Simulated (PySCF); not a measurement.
A calculated (PBE, PySCF 2.14, cc-pVTZ-DK, scalar relativity by spin-free X2C-1e) atom or ion has these occupied shells.

```csv
shell,electrons,orbital energy (eV),"rms radius, mean of both spins (bohr)"
1s α,1,-211.31,0.382
1s β,1,-210.51,0.382
2s α,1,-32.648,1.76
```

Problem. Name the element and its charge.

Solution. B²⁺ (boron, charge +2), in [He] 2s1, 2S determinant.
